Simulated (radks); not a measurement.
S I, configuration [Ne] 3s2 3p4. All-electron calculation, non-relativistic Kohn-Sham, BLYP, spin-polarised, spherical densities, point nucleus; open shells are filled with parallel spins first. Program: a radial shooting solver on a logarithmic mesh with Libxc functionals. Some entries of the table are withheld. Estimate them.

orbital,occ.,eigenvalue (hartree),<r^2> (bohr^2),<r> (bohr)
1s up,1,-88.15907,0.01273,0.09730
1s down,1,-88.14918,0.01273,0.09729
2s up,1,(1),0.2760,0.4816
2s down,1,(2),0.2759,0.4815
2p up,3,-5.75222,0.2459,0.4434
2p down,3,-5.73944,0.2457,0.4433
3s up,1,-0.64987,3.324,1.690
3s down,1,-0.58557,3.413,1.708
3p up,3,-0.27502,(3),2.045
3p down,1,-0.21855,(4),2.137

Answer. 
(1) 2s up eigenvalue (hartree): -7.72488
(2) 2s down eigenvalue (hartree): -7.71585
(3) 3p up <r^2> (bohr^2): 5.035
(4) 3p down <r^2> (bohr^2): 5.577
